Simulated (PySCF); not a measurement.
**Excitation energy of Mg by level of theory**

Mg [Ne] 3s2 (1S) → Mg [Ne] 3s1 3p1 (3P), as a difference of total energies. All numbers are calculated (PySCF 2.14, no relativity, point nucleus, in aug-cc-pCVDZ). Correlated levels: nothing frozen. The calculations carry no spin-orbit coupling.

| method | excitation energy (cm⁻¹) |
| --- | --- |
| UHF | 14518 |
| MP2 (all electrons) | 19324 |
| SCS-MP2 (all electrons) | 20446 |
| CCSD (all electrons) | 21009 |
| CCSD(T) (all electrons) | 21143 |

Errors of the correlated levels include the incompleteness of this basis.

For comparison: 21891 cm⁻¹ (measured; NIST levels, between the centres of gravity of the two terms).
